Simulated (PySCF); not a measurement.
Radial density of Eu⁵⁷⁺ (europium, charge +57)

UHF, [He] 2s2 2p2, high-spin 3P determinant. Calculation: PySCF 2.14, in an uncontracted even-tempered set (19 s from 33 bohr⁻², ratio 2.2; 12 p from 43 bohr⁻², ratio 2.2; 5 d from 160 bohr⁻², ratio 2.4; 5 f from 240 bohr⁻², ratio 2.4; 4 g from 360 bohr⁻², ratio 2.4); the spin-free X2C one-electron Hamiltonian (Gaussian nucleus).

```json
{"r (bohr)": "0.0199", "4πr²ρ (e/bohr)": "69.63", "4πr²(ρα − ρβ)": "4.3980"}
{"r (bohr)": "0.0335", "4πr²ρ (e/bohr)": "41.97", "4πr²(ρα − ρβ)": "13.3521"}
{"r (bohr)": "0.0563", "4πr²ρ (e/bohr)": "44.30", "4πr²(ρα − ρβ)": "23.6330"}
{"r (bohr)": "0.0948", "4πr²ρ (e/bohr)": "38.15", "4πr²(ρα − ρβ)": "16.5837"}
{"r (bohr)": "0.159", "4πr²ρ (e/bohr)": "6.258", "4πr²(ρα − ρβ)": "2.4303"}
{"r (bohr)": "0.268", "4πr²ρ (e/bohr)": "0.06440", "4πr²(ρα − ρβ)": "0.0258"}
```

Densities and radii are taken from the X2C orbitals without a picture-change correction, which distorts them close to the nucleus.

Spin-orbit coupling is strong in this species (close to jj coupling), so the high-spin LS determinant is a model state, not a physical level.
